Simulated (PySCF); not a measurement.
## Bond length, frequency and bond energy of HfH⁺ by level of theory

State: ³Δ (triplet), unpaired electrons σ ↑, δ ↑. Set-up: Hf def2-TZVPPD with ECP60, H def2-TZVPPD; scalar-relativistic core potentials (PySCF 2.14). De refers to Hf⁺ (5d1 6s2) + H in their high-spin ground configurations, without counterpoise correction. The functionals are run spin-unrestricted. A positive dipole points towards H; it is taken about the centre of mass and depends on that origin.

```
      Level  Re (Å)  ωe (cm⁻¹)  De (eV)  μ (D)
        UHF   1.805       1884      n/a  -3.10
    UHF-MP2   1.781       1904      n/a    n/a
UHF-SCS-MP2   1.786       1893      n/a    n/a
   UHF-CCSD   1.796       1844     2.56    n/a
UHF-CCSD(T)   1.798       1827     2.52    n/a
        PBE   1.802       1795      n/a  -2.08
     r²SCAN   1.794       1847      n/a  -2.38
      B3LYP   1.798       1828      n/a  -2.27
       PBE0   1.792       1847      n/a  -2.36
    r²SCAN0   1.788       1875      n/a  -2.54
      B97-3   1.806       1805      n/a  -2.21
       MN15   1.783       1877      n/a  -2.45
  BHandHLYP   1.791       1875      n/a  -2.59
    ωB97M-V   1.789       1869      n/a  -2.59
```

The bond length runs from 1.781 Å (UHF-MP2) to 1.806 Å (B97-3).

Correlated steps freeze no core orbitals. De is left out where the level can put another filling of the metal’s s and d shells below the measured ground configuration, by anything from nothing to about 1 eV. Spin–orbit coupling is left out, which matters for elements this heavy, above all for dissociation energies. For an ion De counts to the pair picked by the measured ionisation energies or electron affinities, which need not be the lowest pair at this level. The state is the lowest single determinant that the PBE0 search found; with open d or f shells the true ground state can be another one.

The whole job (state search and all levels along the bond) took about 4.8 min on 1 thread of Intel Xeon 6975P-C (shared host), peak memory 2.1 GiB.
